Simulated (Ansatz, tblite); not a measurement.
Removing and adding an electron: SnH(OtBu)3 (C12H28O3Sn). Charge 0, multiplicity 1. Geometry: PBE-D4/def2-SVP. Ansatz, gas phase; energy differences of separate SCF runs; the oxidised species was run as a doublet alone; the reduced species was run as a doublet alone.

```xyz
44

Sn    0.917    0.469   -0.736
H     2.169    1.130   -1.731
O    -0.075    1.940    0.225
C     0.179    2.285    1.604
C     1.689    2.428    1.851
C    -0.533    3.629    1.805
C    -0.413    1.206    2.524
H     1.901    2.769    2.885
H     2.200    1.449    1.719
H     2.129    3.168    1.150
H    -0.114    4.391    1.118
H    -0.417    3.989    2.847
H    -1.614    3.524    1.587
H     0.096    0.238    2.346
H    -1.496    1.081    2.324
H    -0.286    1.474    3.593
O     1.708   -0.777    0.638
C     1.608   -2.216    0.550
C     2.051   -2.697   -0.840
C     2.562   -2.735    1.634
C     0.163   -2.655    0.835
H     2.055   -3.805   -0.903
H     1.351   -2.327   -1.621
H     3.075   -2.337   -1.067
H     3.595   -2.388    1.434
H     2.560   -3.844    1.667
H     2.256   -2.353    2.628
H    -0.514   -2.250    0.056
H    -0.167   -2.281    1.825
H     0.071   -3.760    0.833
O    -0.410   -0.560   -1.854
C    -1.702   -0.031   -2.226
C    -1.554    1.387   -2.799
C    -2.221   -0.998   -3.298
C    -2.629   -0.020   -1.001
H    -2.526    1.781   -3.162
H    -1.191    2.087   -2.015
H    -0.843    1.389   -3.650
H    -1.530   -1.017   -4.164
H    -3.227   -0.695   -3.653
H    -2.287   -2.024   -2.887
H    -2.222    0.661   -0.226
H    -2.714   -1.039   -0.572
H    -3.647    0.329   -1.270
```

In the def2 sets Sn takes a core potential; there is no spin–orbit coupling. The xTB rows come from tblite. Single mean-field runs in def2-TZVP are fitted with def2-universal-jkfit. HOMO above LUMO, or a gap near zero within one spin, warns that the state may not be the lowest or that an electron is smeared out.

```csv
level,−HOMO (eV),vertical IE (eV),−LUMO (eV),vertical EA (eV),HOMO–LUMO gap (eV),IE − EA (eV),remarks
GFN1-xTB,12.04,13.95,8.40,5.87,3.64,8.08,–
GFN2-xTB,10.92,12.86,7.58,5.19,3.33,7.67,–
PBE-D4/def2-TZVP,6.03,8.21,1.96,-0.15,4.07,8.36,"HOMO above zero (-1 doublet), gap within one spin near zero (+1 doublet)"
r2SCANh-D4/def2-TZVP,6.89,8.67,1.37,-0.37,5.52,9.04,HOMO above zero (-1 doublet)
PBE0-D4/def2-TZVP,7.52,8.93,0.98,-0.37,6.53,9.30,HOMO above zero (-1 doublet)
```

Relaxing the oxidised species (PBE-D4/def2-SVP) changes its energy by -0.06 eV at PBE-D4/def2-TZVP, so the adiabatic ionisation energy to this nearest minimum is 8.15 eV. At PBE0-D4/def2-TZVP it is 8.89 eV. The gap within one spin of the relaxed charge 1 doublet nearly closes, so an electron or hole may be smeared out by delocalisation error.  Relaxing the reduced species (PBE-D4/def2-SVP) changes its energy by -0.88 eV at PBE-D4/def2-TZVP, so the adiabatic electron affinity to this nearest minimum is 0.73 eV. At PBE0-D4/def2-TZVP it is 0.53 eV. The highest occupied level of the relaxed charge -1 doublet lies above zero (up to 0.00 eV). By energy differences its removal costs 0.73 eV (each at its own geometry, to the charge 0 singlet, at PBE-D4/def2-TZVP); self-interaction error and the lack of diffuse functions both raise the level.     A HOMO above zero means that the electron is unbound at that level or that self-interaction error raises the level; the energy of removing that electron tells which. Raw xTB energy differences between charge states are shifted by several eV; the methods need an empirical correction for them. Sets without diffuse functions give affinities that are too small. A negative affinity means that the extra electron isn't bound; its size then hangs on the basis.
